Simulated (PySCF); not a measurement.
PySCF 2.14 output of an unrestricted PW91 calculation on a single atom or ion in aug-cc-pwCVDZ (6s5p3d, 36 functions), with the non-relativistic Hamiltonian (point nucleus):

```
SCF conv_tol = 1e-09
number electrons alpha = 7  beta = 5
    J. P. Perdew. In P. Ziesche and H. Eschrig, editors, Proceedings of the 75. WE-Heraeus-Seminar and 21st Annual International Symposium on Electronic Structure of Solids, 11. Berlin, 1991. Akademie Verlag.
    J. P. Perdew, J. A. Chevary, S. H. Vosko, K. A. Jackson, M. R. Pederson, D. J. Singh, and C. Fiolhais.,  Phys. Rev. B 46, 6671 (1992)
    J. P. Perdew, J. A. Chevary, S. H. Vosko, K. A. Jackson, M. R. Pederson, D. J. Singh, and C. Fiolhais.,  Phys. Rev. B 48, 4978 (1993)
    J. P. Perdew. In P. Ziesche and H. Eschrig, editors, Proceedings of the 75. WE-Heraeus-Seminar and 21st Annual International Symposium on Electronic Structure of Solids, 11. Berlin, 1991. Akademie Verlag.
    J. P. Perdew, J. A. Chevary, S. H. Vosko, K. A. Jackson, M. R. Pederson, D. J. Singh, and C. Fiolhais.,  Phys. Rev. B 46, 6671 (1992)
    J. P. Perdew, J. A. Chevary, S. H. Vosko, K. A. Jackson, M. R. Pederson, D. J. Singh, and C. Fiolhais.,  Phys. Rev. B 48, 4978 (1993)
cycle= 1 E= -241.734677885359  delta_E= -0.00487  |g|= 0.015  |ddm|= 0.701
cycle= 2 E= -241.734715664941  delta_E= -3.78e-05  |g|= 0.00615  |ddm|= 0.0782
cycle= 3 E= -241.734720273188  delta_E= -4.61e-06  |g|= 0.000697  |ddm|= 0.00475
cycle= 4 E= -241.734720375886  delta_E= -1.03e-07  |g|= 2.26e-05  |ddm|= 0.00293
cycle= 5 E= -241.734720376088  delta_E= -2.02e-10  |g|= 5.13e-07  |ddm|= 0.000174
converged SCF energy = -241.734720376088  <S^2> = 2.0000041  2S+1 = 3.0000027
```

The run itself started from symmetry-adapted Hartree-Fock orbitals and held the occupation by maximum overlap, on a logarithmic radial grid, so the iterations belong to that start.

Question: Which element, charge and spin multiplicity is this?

Answer: Al⁺ (aluminium, charge +1), multiplicity 3; the state was [Ne] 3p2, high-spin 3P determinant (an excited configuration).
